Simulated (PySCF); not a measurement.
# Molybdenum: a sound run and one with changed settings

Sound run: Mo⁺ [Kr] 4d5, Mo²⁺ [Kr] 4d4. All numbers are calculated (PySCF 2.14, scalar relativity through the core potential, in aug-cc-pVDZ-PP with ECP28MDF (5s5p4d2f, 54 functions)). The sound run starts from symmetry-adapted Hartree-Fock orbitals and uses a fine grid where one is needed.

A second run was set up differently.

| species | method | sound run (hartree) | changed run (hartree) | converged |
| --- | --- | --- | --- | --- |
| Mo⁺ | UHF | -67.11429 | -67.11429 | yes |
| Mo⁺ | PBE0 | -67.61065 | -67.61065 | yes |
| Mo⁺ | PBE | -67.61793 | -67.61793 | yes |
| Mo²⁺ | UHF | -66.55790 | -66.55790 | yes |
| Mo²⁺ | PBE0 | -67.01133 | -67.01814 | yes |
| Mo²⁺ | PBE | -67.01372 | -67.02218 | yes |

Ionisation energy of Mo⁺:

```csv
method,sound run (eV),changed run (eV)
UHF,15.140,15.140
PBE0,16.308,16.123
PBE,16.442,16.211
```

(1) What was changed?
A. angular grid far too coarse
B. a valence shell is frozen
C. all electrons correlated in a valence basis
D. too few SCF iterations

## Answers

(1) A. It used 26 angular points. A coarse angular grid integrates products of high-l functions wrongly, so density functionals can shift, and the SCF can exploit the error; Hartree-Fock and MP2 need no grid.
